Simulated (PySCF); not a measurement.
# Dipole response of Te (tellurium, neutral)

[Kr] 4d10 5s2 5p4, high-spin 3P determinant. Calculation: PySCF 2.14, in aug-cc-pwCVTZ-DK3 (10s9p7d4f1g, 109 functions); scalar relativity by spin-free X2C-1e. Coupled (time-dependent) response in atomic units; α is the mean over directions.

| method | mean α (bohr³) | α xx, yy, zz | C₆ (like pair) | S(−4) |
| --- | --- | --- | --- | --- |
| UHF | 37.97 | 35.81, 42.29, 35.81 | 419.4 | 323.9 |
| PBE | 40.96 | 38.17, 46.55, 38.17 | 455.7 | 416.6 |
| PBE0 | 39.30 | 36.81, 44.28, 36.81 | 434.4 | 365.8 |

S(−4) is the Cauchy moment in α(ω) = α(0) + S(−4) ω² + …

Reference α: 38 ± 4 bohr³ (recommended; Schwerdtfeger and Nagle, table of static dipole polarizabilities (2023 update)). Published C₆: 445.0 (Chu and Dalgarno (2004); Tang, Norbeck and Certain (1976)).

Spin-orbit coupling is absent.

α(iu) at PBE0:

```csv
u (hartree),α(iu) (bohr³)
0,39.30
0.0500,38.41
0.100,36.04
0.200,29.37
0.300,22.97
0.500,14.29
0.750,8.771
1.00,5.990
1.50,3.448
2.00,2.331
3.00,1.333
5.00,0.6265
```

A single London oscillator, α(iu) = α/(1 + u²/ω²), gives C₆ = (3/4) ω α². Matching the computed C₆ needs ω = 4 × 434.4 / (3 × 39.30²) = 0.375 hartree.

The components differ because the open shell of this determinant is not spherical; for a pure term their mean is the scalar polarisability.
